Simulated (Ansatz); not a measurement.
Basis sets compared for GeHMe2Br (C₂H₇BrGe). The state is a singlet with charge 0. Geometry B3LYP-D4/def2-SVP. Ansatz on 4 threads of Arm Neoverse V2 on a shared host; times are rough, and most runs start from earlier orbitals.

Cartesian coordinates in Å:
```
Ge -0.560 0.118 0.406
H -1.592 1.239 0.655
C 1.254 0.679 0.881
H 1.292 0.998 1.932
H 1.565 1.520 0.240
H 1.953 -0.158 0.737
C -0.677 -0.590 -1.416
H -1.696 -0.946 -1.623
H 0.024 -1.429 -1.536
H -0.419 0.199 -2.140
Br -1.145 -1.632 1.864
```

The 6-31G sets use Cartesian d functions. B3LYP takes the VWN-RPA correlation.

Binding counts from free atoms (Ge triplet, H doublet, C triplet, Br doublet) in the same basis, without a counterpoise term.

```json
{"level": "HF/6-31G", "functions": "90", "energy (Eh)": "-4726.9123", "HOMO (eV)": "-10.70", "LUMO (eV)": "3.15", "binding per atom (eV)": "2.57", "wall time": "0.65 s"}
{"level": "PBE-D4/def2-SVP", "functions": "127", "energy (Eh)": "-4730.1922", "HOMO (eV)": "-6.40", "LUMO (eV)": "-0.68", "binding per atom (eV)": "3.59", "wall time": "1.1 s"}
{"level": "B3LYP-D4/6-31G", "functions": "90", "energy (Eh)": "-4730.9947", "HOMO (eV)": "-7.47", "LUMO (eV)": "-0.27", "binding per atom (eV)": "3.49", "wall time": "1.1 s"}
{"level": "PBE0-D4/def2-SVP", "functions": "127", "energy (Eh)": "-4730.3601", "HOMO (eV)": "-7.72", "LUMO (eV)": "0.23", "binding per atom (eV)": "3.57", "wall time": "1.6 s"}
```

Question: Estimate the rows for HF/def2-TZVP, PBE-D4/def2-TZVP, B3LYP-D4/def2-TZVP, PBE0-D4/def2-TZVP.

Answer: 
| level | functions | energy (Eh) | HOMO (eV) | LUMO (eV) | binding per atom (eV) | wall time |
| --- | --- | --- | --- | --- | --- | --- |
| HF/def2-TZVP | 200 | -4727.6893 | -10.76 | 3.39 | 2.69 | 1.7 s |
| PBE-D4/def2-TZVP | 200 | -4730.8590 | -6.61 | -0.95 | 3.58 | 1.8 s |
| B3LYP-D4/def2-TZVP | 200 | -4731.7707 | -7.61 | -0.30 | 3.54 | 2.6 s |
| PBE0-D4/def2-TZVP | 200 | -4731.0221 | -7.87 | -0.02 | 3.55 | 2.6 s |
